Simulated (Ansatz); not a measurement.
Consider the silylene formation by 1,1-elimination: `F[SiH2][SiH](F)Br` → `F[SiH2]F` + `[SiH]Br`.

Calculated with Ansatz (gas phase, PBE0-D4/def2-TZVP geometries, no zero-point term in ΔE). CCSD(T)/CBS adds triple-zeta CCSD(T) − MP2 to the extrapolated MP2 energy (def2 sets, frozen cores). This one scheme is used for every species. Functionals use def2-TZVPP. For Br outer-core shells are correlated without core-valence functions, which leaves a few kJ/mol of doubt a bond. Scalar relativity is left out up to krypton. One conformer a species, not always the lowest.

```json
{"level": "LDA (SPW92)", "ΔE (eV)": "1.93"}
{"level": "r2SCANh", "ΔE (eV)": "1.81"}
{"level": "MP2/def2-TZVPP", "ΔE (eV)": "1.67"}
{"level": "SCS-MP2/def2-TZVPP", "ΔE (eV)": "1.57"}
```

(1) What does CCSD(T)/CBS give? (An estimate is asked.)

Largest T1 diagnostic among the species: 0.012.

Results:

(1) Computed: +1.63 eV. The listed levels differ from it by 0.30, 0.18, 0.04, -0.06 eV.

In def2-TZVPP, CCSD(T) changes the Hartree–Fock value by +0.12 eV (the triples alone add +0.03 eV) and MP2 by +0.25 eV. The D4 term adds +0.16 eV with B3LYP and +0.09 eV with PBE0; it sums over pairs of atoms, weighted by their polarisabilities, and B3LYP, whose exchange is more repulsive, gets the larger term. From BLYP to BHLYP (50 % exact exchange), in def2-TZVPP and without D4, ΔE moves by +0.24 eV.

B3LYP here is the variant with VWN-RPA as its local correlation; programs differ in this.
